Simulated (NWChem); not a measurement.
System: CH6FNOSi; SMILES O[Si@@H](NC)F

The following NWChem deck was run.

```
start job
memory heap 200 mb stack 900 mb global 1100 mb
geometry units angstroms noautoz
  C      0.237606    -2.347084     0.082644
  N     -0.045158    -1.054594    -0.492109
  Si    -0.273319     0.403605     0.345401
  O     -1.196315     1.373127    -0.623418
  F      1.087548     1.257547     0.633772
  H      0.067206    -2.318830     1.170205
  H     -0.423811    -3.131625    -0.323380
  H      1.282076    -2.673756    -0.071881
  H     -0.004771    -1.015403    -1.504645
  H     -0.831484     0.117531     1.688365
  H     -1.018076     2.316021    -0.559995
end
basis spherical
  * library def2-svp
end
dft
  xc revpbe cpbe96
  iterations 150
  mulliken
end
task dft energy
```

Structure relaxed at the PBE0/def2-SVP level.

### Question
Give the results of this calculation. (revPBE/def2-SVP.) Quantities: energy (Ha); highest occupied level (eV); orbital gap (eV); dipole (D).

### Answer
```
Quantity                      Result
---------------------------  -------
energy (Ha)                  -560.70
highest occupied level (eV)    -5.55
orbital gap (eV)                6.24
dipole (D)                      0.88
```
